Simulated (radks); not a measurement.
Values are calculated unless marked as measured or tabulated.
Spherical jellium clusters: N electrons in a uniform positive sphere of charge N and radius rs N^(1/3), rs = 3.69 bohr. Level of theory: non-relativistic Kohn-Sham, LDA (Slater exchange, Perdew-Wang correlation), spin-polarised, spherical densities (a radial shooting solver with Libxc functionals). Levels are named by radial order and angular momentum (1s, 1p, 1d, 2s, ...), and open shells are averaged over m.

N = 22, configuration 1s2 1p6 1d10 2s2 1f(up 2, down 0). This is the lowest configuration that the search found. Occupied and some empty levels:

level,occupation,eigenvalue (eV),<r> (bohr)
1s up,1,-5.6536,6.541
1s down,1,-5.5664,6.421
1p up,3,-4.8318,7.629
1p down,3,-4.7129,7.572
1d up,5,-3.7621,8.437
1d down,5,-3.6269,8.420
2s up,1,-3.1381,6.976
2s down,1,-3.0702,7.039
1f up,2,-2.5061,9.183
1f down,0,-2.3661,9.201
2p up,0,-1.7870,8.778
2p down,0,-1.7179,8.831
1g up,0,-1.1272,10.03
1g down,0,-0.99382,10.10
2d up,0,-0.62900,11.45
2d down,0,-0.56845,11.63

Energy (eV): total -40.1653, kinetic 43.911, external -1504.9, Hartree 742.03, exchange-correlation -85.502, background 764.27.

Electron density:

r (bohr),n(r) (e/bohr^3)
0.751,0.006383
1.59,0.005893
2.42,0.005259
3.26,0.004726
4.10,0.004496
4.93,0.004628
5.77,0.004991
6.61,0.005293
7.44,0.005210
8.28,0.004555
9.12,0.003429
9.95,0.002193
10.8,0.001206
11.6,0.0005949
12.5,0.0002764
13.3,0.0001214
14.1,0.00005169
15.0,0.00002176
15.8,8.946e-06
16.6,3.652e-06
